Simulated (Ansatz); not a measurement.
Species: TiI$_{2}$, net charge 0, triplet state. The spin state was set by rule; other spins were not relaxed. 
Structure (B3LYP-D3(BJ)/def2-TZVP (Ansatz, a first-principles code) minimum search):
```
Ti
I 1 2.6140
I 1 2.6140 2 180.00
```
Charge 0, spin multiplicity 3.

Basis-set convergence of Hartree-Fock and CCSD(T) correlation energies (hartree) with Ansatz. Cores are frozen in the correlated levels unless marked. UHF or UKS for open shells. Spin-orbit coupling is left out. Frozen are the shells of the preceding noble gas and the d and f shells that filled before the atom's block. Past Kr the def2 sets carry scalar-relativistic core potentials.

```tsv
basis	functions	E(HF)	E(corr, CCSD(T))
def2-SVP	83	-1441.78535	-0.25963
def2-TZVPP	164	[?]	[?]
```

**Question.** Complete the blanks.

**Answer.** 
- def2-TZVPP, E(HF): -1441.91569
- def2-TZVPP, E(corr, CCSD(T)): -0.37414
